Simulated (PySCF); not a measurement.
A species of formula C5H9ClO2 has this rotational fingerprint, computed with PBE0/def2-SVPD in PySCF (dipole) on a GFN2-xTB geometry, gas phase:

* Rotational constants: A = 3281, B = 824.0, C = 775.6 MHz
* Dipole components: |μa| = 2.09 D, |μb| = 0.21 D, |μc| = 0.99 D
* Inertial defect: -115.78 u·Å²
* κ: -0.96

Question: Which structure is it? (One computed conformer of each.)
A. `[CH3:1][C:2]([CH3:3])([Cl:4])[CH2:5][C:6](=[O:7])[OH:8]` with C1–C2–C5–C6 63°, C2–C5–C6–O7 0°, C5–C6–O8–H 180°
B. `[CH3:1][O:2][C@@H:3]([CH3:4])[CH2:5][C:6](=[O:7])[Cl:8]` with C1–O2–C3–C4 159°, O2–C3–C5–C6 167°, C3–C5–C6–O7 -50°
C. `[CH3:1][O:2][C:3](=[O:4])[C@H:5]([CH3:6])[CH2:7][Cl:8]` with C1–O2–C3–O4 1°, O2–C3–C5–C6 -107°, C3–C5–C7–Cl8 -65°

Answer: B. It is CO[C@@H](C)CC(=O)Cl, a near-prolate asymmetric top, point group C1. The candidates at the same level (rigid rotor, commonest isotopes):

```tsv
SMILES	A (MHz)	B (MHz)	C (MHz)	μa (D)	μb (D)	μc (D)	Δ (u·Å²)	point group	rotor
COC(=O)[C@H](C)CCl	2159	1211	921.6	1.12	1.70	1.51	-103.01	C1	asymmetric top
CC(C)(Cl)CC(=O)O	3065	1006	908.4	1.85	0.30	0.00	-110.76	Cs	near-prolate asymmetric top
CO[C@@H](C)CC(=O)Cl	3281	824.0	775.6	2.09	0.21	0.99	-115.78	C1	near-prolate asymmetric top
```

`CC(C)(Cl)CC(=O)O` has B 22 % too high; `COC(=O)[C@H](C)CCl` has B 47 % too high. No structure here is proved a minimum.
